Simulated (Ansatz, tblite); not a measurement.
Cost and result up the ladder for the cluster Pd2S2⁻ (the lowest doublet isomer of a short search) (4 atoms). Total charge -1; doublet. Geometry: PBE0-D4/def2-SVPD.

```csv
atom,x (Å),y (Å),z (Å)
Pd1,-0.704,0.560,-1.056
Pd2,0.704,-0.560,1.056
S3,-0.964,-1.475,-0.140
S4,0.964,1.475,0.140
```

Ansatz on 4 threads of AMD EPYC 9R45 on a shared host; xTB runs through tblite on one thread. Times are rough, summed over both states, and most runs start from the orbitals of an earlier one. PBE0-D4/def2-TZVPD serves as the yardstick here, not as an exact answer. The other state is a triplet.

In the def2 sets Pd takes a core potential; there is no spin–orbit coupling. The xTB rows come from tblite. The structure comes from a short search, and lower isomers may exist.

Raw xTB energies of ions are shifted by several eV, and xTB has no spin-polarisation term.

```json
{"level": "GFN1-xTB", "functions": "36", "wall time": "0.006 s"}
{"level": "GFN2-xTB", "functions": "36", "wall time": "0.006 s"}
{"level": "PBE-D4/def2-TZVPD", "functions": "172", "wall time": "2.8 s"}
{"level": "r2SCAN-D4/def2-TZVPD", "functions": "172", "wall time": "11 s"}
{"level": "PBE0-D4/def2-TZVPD", "functions": "172", "wall time": "12 s"}
```

Estimate what each level gives for the vertical IE (eV).


```json
{"level": "GFN1-xTB", "vertical IE (eV)": "7.04", "difference from PBE0-D4/def2-TZVPD (eV)": "4.22"}
{"level": "GFN2-xTB", "vertical IE (eV)": "7.64", "difference from PBE0-D4/def2-TZVPD (eV)": "4.82"}
{"level": "PBE-D4/def2-TZVPD", "vertical IE (eV)": "2.77", "difference from PBE0-D4/def2-TZVPD (eV)": "-0.05"}
{"level": "r2SCAN-D4/def2-TZVPD", "vertical IE (eV)": "2.77", "difference from PBE0-D4/def2-TZVPD (eV)": "-0.05"}
{"level": "PBE0-D4/def2-TZVPD", "vertical IE (eV)": "2.82", "difference from PBE0-D4/def2-TZVPD (eV)": "0.00"}
```
